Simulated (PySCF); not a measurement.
C₂H₅Se₂, SMILES [CH2][Se][Se]C, multiplicity 2. Geometry: r2SCAN-D4/def2-SVP. The isomer is the one that the SMILES or the coordinates give; other isomers of the formula were not compared. The values are those of a single conformer.

**Question.** Give the equilibrium geometry at r2SCAN-D4/def2-SVP (PySCF confirms it by a frequency run) as a Z-matrix. (An estimate is asked for; the answer gives what the named calculation found.)

**Answer.** This is not unique; one that fits is 
```
Se
C 1 1.9593
H 2 1.0976 1 110.31
H 2 1.0977 3 110.71 1 -122.80
H 2 1.1006 3 109.51 4 -120.99
Se 1 2.3555 2 99.30 3 -58.08
C 6 1.8520 1 102.16 2 -95.89
H 7 1.0920 6 120.90 1 30.30
H 7 1.0932 8 121.16 6 177.58
```
Charge 0, spin multiplicity 2.
